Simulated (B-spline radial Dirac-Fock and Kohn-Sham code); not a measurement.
Isotope-shift constants of the inner levels of Cu²⁺

System: the Cu²⁺ ion in the configuration 1s2 2s2 2p6 3s2 3p6 3d9.

Level of theory: first-order field-shift and mass-shift constants from Dirac-Fock ground and hole states with a Fermi nucleus; the mass shift has no relativistic recoil terms; a radial B-spline solver. A binding energy shifts by δE = F·δ⟨r²⟩ + (K_N + K_S)·δ(1/M); F is taken for a change of radius at fixed skin thickness and so holds the higher radial moments.

```tsv
level	F (meV/fm²)	K_N (meV u)	K_S (meV u)
K (1s)	-5.580	-4955	1914
L1 (2s)	-0.5431	-624.3	-190.3
L2 (2p1/2)	0.04379	-543.4	557.1
L3 (2p3/2)	0.04612	-532.2	529.5
M1 (3s)	-0.08017	-88.48	-59.96
M2 (3p1/2)	0.004594	-62.80	55.38
M3 (3p3/2)	0.004948	-61.36	49.31
```

Line shifts in meV from A = 63 (mass 62.9296 u, rms radius 3.8823 fm); radii from Angeli and Marinova (2013).

| A | mass (u) | radius (fm) | Kα1 | Kα2 | Kβ1 | Lβ3 |
| --- | --- | --- | --- | --- | --- | --- |
| 65 | 64.9278 | 3.9022 | ? | ? | ? | ? |

Question: What are the shifts for A = 65?

Answer: Kα1 +0.61 meV (field -0.87, mass +1.49); Kα2 +0.62 meV (field -0.87, mass +1.49); Kβ1 +0.62 meV (field -0.87, mass +1.48); Lβ3 +0.31 meV (field -0.08, mass +0.39).

Values without a named source are computed, but for edge energies of neutral atoms, which are taken from tables.
